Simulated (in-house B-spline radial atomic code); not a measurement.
## Ionising Co4+ with different functionals

Computed with a radial B-spline atomic code at the basis-set limit: non-relativistic Hamiltonian, point nucleus, spin-polarised at highest spin, spherical fractional occupations for the functionals, and exact exchange of hybrids averaged over the configuration. The ionisation energy is the difference of two self-consistent energies, [Ar] 3d5 → [Ar] 3d4, without Breit or QED terms; ε is the level of the shell that loses the electron (its least bound occupied spin orbital).

```json
{"method": "PBE0", "rung": "global hybrid", "ΔSCF (eV)": "80.06", "-ε(3d) (eV)": "72.08"}
{"method": "B3LYP", "rung": "global hybrid", "ΔSCF (eV)": "80.07", "-ε(3d) (eV)": "71.39"}
{"method": "TPSSh", "rung": "global hybrid", "ΔSCF (eV)": "?", "-ε(3d) (eV)": "?"}
{"method": "M06-2X", "rung": "global hybrid", "ΔSCF (eV)": "79.51", "-ε(3d) (eV)": "75.46"}
{"method": "BHandHLYP", "rung": "global hybrid", "ΔSCF (eV)": "?", "-ε(3d) (eV)": "?"}
{"method": "r2SCAN0", "rung": "global hybrid", "ΔSCF (eV)": "80.57", "-ε(3d) (eV)": "72.63"}
{"method": "B97-1", "rung": "global hybrid", "ΔSCF (eV)": "79.89", "-ε(3d) (eV)": "71.35"}
{"method": "HSE06", "rung": "range-separated hybrid", "ΔSCF (eV)": "80.00", "-ε(3d) (eV)": "71.61"}
{"method": "wB97X", "rung": "range-separated hybrid", "ΔSCF (eV)": "79.59", "-ε(3d) (eV)": "74.03"}
{"method": "CAM-B3LYP", "rung": "range-separated hybrid", "ΔSCF (eV)": "80.03", "-ε(3d) (eV)": "73.40"}
{"method": "LC-wPBE", "rung": "range-separated hybrid", "ΔSCF (eV)": "80.01", "-ε(3d) (eV)": "74.23"}
```

**Question.** What does BHandHLYP give?

**Answer.** ΔSCF 79.92 eV, and -ε(3d) = 75.33 eV.

**Question.** What does TPSSh give?

**Answer.** ΔSCF 79.98 eV, and -ε(3d) = 69.97 eV.

**Question.** Among the functionals, which spreads more, the ΔSCF values or the orbital energies?

**Answer.** The orbital energies: ΔSCF values span about 1.05 eV and the orbital energies 5.49 eV; here energy differences depend much less on the functional than eigenvalues do.

**Question.** How do they compare with the NIST value?

**Answer.** NIST lists 79.5 eV ± 0.2 (semi-empirical, ground level to ground level). Errors run from +0.01 to +1.07 eV; M06-2X is closest (+0.01 eV), though others lie within the uncertainty of it, and part of that can be cancellation, since the calculations leave out relativity, Breit-QED terms, multiplet and fine-structure energies.
